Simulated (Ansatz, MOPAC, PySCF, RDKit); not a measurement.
Noncovalent pair: C2H2 (SMILES C#C) (first 4 atoms) with CH5N (SMILES CN); geometry from B3LYP-D3(BJ)/def2-TZVP, rigid monomers moved along the line of their centres of mass till C2···H11 is 3.01 Å.
(charge 0, multiplicity 1):
```json
[
 {"atom": "C", "x (Å)": "0.2561", "y (Å)": "-0.6522", "z (Å)": "0.0355"},
 {"atom": "C", "x (Å)": "-0.0976", "y (Å)": "0.4239", "z (Å)": "0.4223"},
 {"atom": "H", "x (Å)": "0.5681", "y (Å)": "-1.6084", "z (Å)": "-0.3081"},
 {"atom": "H", "x (Å)": "-0.4164", "y (Å)": "1.3766", "z (Å)": "0.7690"},
 {"atom": "C", "x (Å)": "-0.5942", "y (Å)": "0.4732", "z (Å)": "4.4333"},
 {"atom": "N", "x (Å)": "0.5877", "y (Å)": "-0.3452", "z (Å)": "4.1778"},
 {"atom": "H", "x (Å)": "-0.7364", "y (Å)": "0.5823", "z (Å)": "5.5099"},
 {"atom": "H", "x (Å)": "-1.4749", "y (Å)": "-0.0358", "z (Å)": "4.0390"},
 {"atom": "H", "x (Å)": "-0.5679", "y (Å)": "1.4831", "z (Å)": "3.9972"},
 {"atom": "H", "x (Å)": "1.4224", "y (Å)": "0.1086", "z (Å)": "4.5285"},
 {"atom": "H", "x (Å)": "0.7141", "y (Å)": "-0.4775", "z (Å)": "3.1815"}
]
```

Interaction energies are E(AB) − E(A) − E(B) at the monomers' geometry in the complex; basis-set methods are counterpoise corrected. RDKit's UFF carries no charges.

The state reached by PM6 isn't checked.

Run with Ansatz (Gaussian orbitals); MOPAC for PM6 (differences of heats of formation); PySCF for the dispersion terms; RDKit for the force fields. Values without a source in brackets are computed.

### Question
One of these levels gives -61.4 meV for the interaction energy. Which?
(A) r2SCAN-D4/def2-TZVPPD
(B) PM6
(C) UFF

### Answer
A, r2SCAN-D4/def2-TZVPPD. The others give -34.5 (UFF), -14.9 (PM6)

Ansatz is a quantum-chemistry and plane-wave program.
